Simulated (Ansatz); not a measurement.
Geometry optimisation, Ansatz, RKS PBE/def2-SVP.

Input file:

```yaml
crystal:
  periodic: [false, false, false]
  atoms:
    - { symbol: Ga, position_ang: [0.107516, 0.371667, 0.13609] }
    - { symbol: C, position_ang: [-0.07127, 0.266454, 2.110197] }
    - { symbol: H, position_ang: [-1.074802, -0.087601, 2.422216] }
    - { symbol: H, position_ang: [0.711331, -0.376844, 2.562087] }
    - { symbol: H, position_ang: [0.062021, 1.273761, 2.562561] }
    - { symbol: H, position_ang: [1.539503, 0.260709, -0.531047] }
    - { symbol: H, position_ang: [-1.160604, 0.729964, -0.746804] }
    - { symbol: "N", position_ang: [-0.279547, -2.611818, 0.930327] }
    - { symbol: H, position_ang: [-1.16117, -3.134633, 0.8687] }
    - { symbol: H, position_ang: [0.475048, -3.294725, 1.066329] }
    - { symbol: H, position_ang: [-0.322227, -2.018135, 1.787243] }
basis:
  gaussian: { orbitals: def2-SVP }
hamiltonian:
  xc: pbe
relax:
  f_tol: 0.03
  max_steps: 50
```

Run as:

```bash
$ ansatz run input.yaml --threads 2 --pin off --max-ram 3072MiB --backend cpu --events-out ev --progress --plain --runs-dir out
```

Q: Where does it end, and by what steps?

A: The forces met the threshold. After 7 steps the energy has fallen by 0.730 eV; H9 moved furthest, 0.75 Å. Joined: Ga1–N8 (3.11 → 2.20 Å).

```tsv
step	energy less start (eV)	largest force component (eV/Å)	accepted
0	0.0000	0.807	yes
1	-0.1832	1.010	yes
2	-0.4040	1.401	yes
3	-0.6015	0.718	yes
4	-0.6776	0.423	yes
5	-0.7173	0.197	yes
6	-0.7285	0.065	yes
7	-0.7305	0.028	yes
```

```xyz
11
Properties=species:S:1:pos:R:3
Ga 0.035 -0.199 0.412
C -0.047 0.463 2.301
H -1.027 0.250 2.777
H 0.754 0.025 2.933
H 0.090 1.564 2.318
H 1.465 -0.288 -0.293
H -1.235 0.048 -0.526
N -0.264 -2.348 0.764
H -1.086 -2.703 0.259
H 0.549 -2.898 0.460
H -0.409 -2.536 1.764
```

Whether the end is a true minimum wasn't checked by a vibrational analysis.

Time of the run: 16 s on 2 threads of Arm Neoverse V1, on a shared host, peak memory 0.14 GiB.
